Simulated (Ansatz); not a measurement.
`[CH3][GeH][SeH]` radical from Hartree–Fock to CCSD(T)

```xyz
8

C     0.307    0.091    1.099
Ge   -1.035    0.043   -0.338
Se   -0.004   -0.368   -2.422
H     1.041    0.868    0.875
H     0.811   -0.871    1.176
H    -0.183    0.316    2.048
H    -1.687    1.440   -0.531
H     0.750   -1.519   -1.907
```

The species carries charge 0 and has multiplicity 2. Correlated methods include outer-core shells of Ge, Se, which these sets cover unevenly. Scalar relativity is left out up to krypton. Geometry: relaxed with PBE0-D4/def2-TZVP. It is one conformer, not always the lowest. Frozen core, unrestricted reference, the Gaussian-basis code of Ansatz.

| basis | HF (Eh) | MP2 corr. | CCSD corr. | (T) | CCSD(T) total |
| --- | --- | --- | --- | --- | --- |
| def2-SVP | ? | -0.59856 | ? | -0.01783 | ? |
| def2-TZVPP | -4516.01072 | ? | ? | -0.02735 | ? |
| def2-QZVPP | -4516.10190 | -1.26938 | – | – | – |

**Question.** Fill in the withheld values. (Best estimate.)

**Answer.** Ansatz gave: def2-SVP HF (Eh): -4515.40228; def2-SVP CCSD corr.: -0.62325; def2-SVP CCSD(T) total: -4516.04336; def2-TZVPP MP2 corr.: -0.69229; def2-TZVPP CCSD corr.: -0.71896; def2-TZVPP CCSD(T) total: -4516.75703.
